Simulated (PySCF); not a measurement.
H5ClGeSi, SMILES [GeH3][SiH2]Cl (CAM-B3LYP/def2-SVP optimised geometry):

```
8

Si    -1.348    -1.519    -1.916
Cl    -3.426    -1.494    -1.848
Ge    -0.521    -0.379     0.000
H     -0.900    -2.936    -1.941
H     -0.915    -0.855    -3.173
H      1.016    -0.379     0.000
H     -1.016    -1.073     1.276
H     -1.016     1.073     0.000
```

Level of theory: PySCF with CAM-B3LYP/def2-TZVP.

### Question
What are the frontier orbital energies and the dipole moment?

### Answer
HOMO-2 -11.13 eV, HOMO-1 -10.37 eV, HOMO -9.43 eV, LUMO 0.59 eV, LUMO+1 1.26 eV; dipole moment 1.37 D.

Meta-Löwdin charges at CAM-B3LYP/def2-TZVP: Si1 0.50, Cl2 -0.31, Ge3 0.12, H4 -0.09, H5 -0.09, H6 -0.05, H7 -0.04, H8 -0.04.
